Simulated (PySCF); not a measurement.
**SMILES O1C(=O)COCS1(=O)=O, C$_{3}$H$_{4}$O$_{5}$S**

Geometry (Å), atoms numbered from 1 in this order:
```xyz
13

O     2.057    1.826    0.624
C     1.218    1.065    0.268
C     1.175   -0.423    0.589
O     0.627   -1.148   -0.495
C    -0.750   -1.065   -0.594
S    -1.253    0.685   -0.351
O    -1.636    0.842    1.013
O    -2.103    1.155   -1.382
O     0.191    1.440   -0.536
H     0.593   -0.568    1.510
H     2.192   -0.794    0.734
H    -1.268   -1.627    0.192
H    -1.048   -1.386   -1.589
```

The calculation used PySCF 2.14.0, GIAO B3LYP/pcSseg-1 magnetisability, rotational g tensor and spin-rotation constants, non-relativistic, gas phase. Geometry: GFN2-xTB.

(1) Give the nuclear spin-rotation constants along the inertial axes (H = +C I·J) beside the isotropic shieldings.

## Answers

(1) Rotational constants 2.4270, 1.4186, 1.1212 GHz. A star marks the isotopologue with that one atom substituted, in its own axes.
| atom | isotope | Caa (kHz) | Cbb (kHz) | Ccc (kHz) | mean (kHz) | σ (ppm) |
| --- | --- | --- | --- | --- | --- | --- |
| H10 | 1H | -0.229 | -0.161 | 0.047 | -0.115 | 27.5 |
| H11 | 1H | 0.080 | -0.107 | -0.129 | -0.052 | 27.1 |
| H12 | 1H | -0.254 | -0.091 | 0.012 | -0.111 | 26.9 |
| H13 | 1H | -0.172 | -0.087 | -0.024 | -0.095 | 26.7 |
| O1 | 17O* | -1.707 | -0.714 | -0.209 | -0.876 | -172.9 |
| C2 | 13C* | 1.060 | 0.531 | 0.365 | 0.652 | 10.4 |
| C3 | 13C* | 0.541 | 0.321 | 0.255 | 0.372 | 111.8 |
| O4 | 17O* | -0.301 | -0.053 | -0.105 | -0.153 | 291.3 |
| C5 | 13C* | 0.663 | 0.365 | 0.294 | 0.441 | 86.1 |
| S6 | 33S* | 1.002 | 0.674 | 0.375 | 0.683 | 173.6 |
| O7 | 17O* | -0.621 | -0.389 | -0.327 | -0.446 | 62.3 |
| O9 | 17O* | -0.815 | -0.527 | -0.304 | -0.549 | -1.3 |

For the geometry as given, no vibrational averaging.
